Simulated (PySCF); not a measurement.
An excited-state job on `F[C](F)(F)[GeH]1[CH2]C[CH2]1`.

Method: TDDFT CAM-B3LYP/def2-SVPD, vertical, gas phase, core orbitals frozen in the response (PySCF 2.14.0, density-fitted response routines). Geometry: GFN2-xTB. The input is one job of a driver script: a line of settings, then coordinates in Å.

Input:
```
{"job": {"kind": "uv", "xc": "CAM-B3LYP", "basis": "def2-SVPD", "nstates": 8, "ntriplets": 3}, "charge": 0, "multiplicity": 1}
F      2.703307     1.228053    -0.990077
C      2.145977     0.265955    -0.233898
F      3.036648    -0.740165    -0.179085
F      2.049811     0.762690     1.011840
Ge     0.343371    -0.332327    -0.941318
C     -1.101181     0.952170    -0.438154
C     -1.356304     0.122633     0.838174
C     -0.726227    -1.240101     0.480039
H      0.628717    -0.870583    -2.340782
H     -1.943197     0.903067    -1.125104
H     -0.865848     1.997736    -0.256571
H     -2.410425     0.053630     1.104094
H     -0.823875     0.565497     1.679487
H     -1.461575    -1.924359     0.062732
H     -0.223614    -1.735905     1.306709
```

Output:
```
coarse grid: 61344 points
cycle   1  E = -2532.3652931299  dE =  5.005e-01  |g| = 9.750e-01  |ddm| = 5.345e+00
cycle   2  E = -2532.2850545543  dE =  8.024e-02  |g| = 1.249e+00  |ddm| = 1.961e+00
cycle   3  E = -2532.5371567127  dE = -2.521e-01  |g| = 5.695e-02  |ddm| = 1.126e+00
cycle   4  E = -2532.5375961699  dE = -4.395e-04  |g| = 3.507e-02  |ddm| = 1.233e-01
cycle   5  E = -2532.5377530289  dE = -1.569e-04  |g| = 6.117e-03  |ddm| = 4.055e-02
cycle   6  E = -2532.5377596700  dE = -6.641e-06  |g| = 1.587e-03  |ddm| = 1.265e-02
final grid: 130288 points
cycle   7  E = -2532.5377124856  dE = -2.116e-07  |g| = 1.606e-03  |ddm| = 6.697e-03
cycle   8  E = -2532.5377123605  dE =  1.252e-07  |g| = 1.874e-03  |ddm| = 3.597e-03
cycle   9  E = -2532.5377129758  dE = -6.154e-07  |g| = 1.422e-04  |ddm| = 1.662e-03
cycle  10  E = -2532.5377129796  dE = -3.782e-09  |g| = 2.679e-05  |ddm| = 1.611e-04
cycle  11  E = -2532.5377129798  dE = -1.919e-10  |g| = 1.559e-05  |ddm| = 7.573e-05
converged SCF energy = -2532.5377129798

Static polarisability (au): isotropic 78.259, principal 71.972 72.220 90.586

Singlet excitations
state   eV       nm        f      main configurations
  1   7.1267    174.0   0.01326   H-1->L 0.92
  2   7.3875    167.8   0.12125   H->L 0.92
  3   7.6397    162.3   0.03196   H->L+1 0.51, H->L+2 0.34
  4   7.8696    157.5   0.01865   H->L+1 0.36, H->L+2 0.20, H->L+4 0.17
  5   7.8898    157.1   0.00539   H-1->L+1 0.70, H-1->L+2 0.21
  6   8.0302    154.4   0.00649   H-2->L 0.73, H->L+2 0.12
  7   8.2392    150.5   0.10886   H-1->L+2 0.37, H-1->L+1 0.15, H-1->L+4 0.11
  8   8.2409    150.4   0.06446   H->L+3 0.37, H->L+2 0.19, H->L+4 0.14

Triplet excitations (Tamm-Dancoff, eV): 6.2311 6.6000 7.3419
```

The SCF starts on a coarse grid where the log names one; the energy can jump when the final grid takes over, and dE then counts from the start density on the new grid. H and L stand for HOMO and LUMO; the number after each pair is its weight.

Task: Which computed singlet has the largest oscillator strength, and what do all of them sum to?

Result: State 2 at 7.39 eV (168 nm), f = 0.121; the 8 states sum to 0.370.

Task: Give S1 in cm⁻¹ and kJ/mol.

Result: 7.1267 eV × 8065.54 = 57481 cm⁻¹; × 96.485 = 687.6 kJ/mol.

In short: HOMO -9.60 eV, LUMO 0.77 eV; lowest singlet 7.13 eV; lowest triplet 6.23 eV (Tamm–Dancoff); mean polarisability 78.3 au.

 Relativistic effects, spin–orbit coupling among them, are left out although an element past zinc is present.

Task: Estimate the wall time. Hardware: x86-64 server, one thread, on a shared host.

Result: About 2.1 min.

One conformer stands for the species.
Labels such as C1 count atoms from 1, the log's own numbers from 0.
